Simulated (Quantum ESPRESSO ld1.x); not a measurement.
B+, 4 electrons, occupied as [He] 2s2. All-electron calculation, scalar-relativistic Kohn-Sham, LDA (Slater exchange, Perdew-Zunger correlation), spin-polarised, spherical densities, point nucleus. Program: ld1.x of Quantum ESPRESSO 7.5.

X-ray form factor f0, the Fourier transform of the density (f0(0) = 4):

sin(theta)/lambda (1/angstrom)  f0 (electrons)
0.05                                     3.860
0.1                                      3.495
0.15                                     3.030
0.2                                      2.586
0.25                                     2.227
0.3                                      1.969
0.4                                      1.672
0.5                                      1.516
0.6                                      1.392
0.8                                      1.141
1                                        0.896
1.25                                     0.641
1.5                                      0.454
2                                        0.232
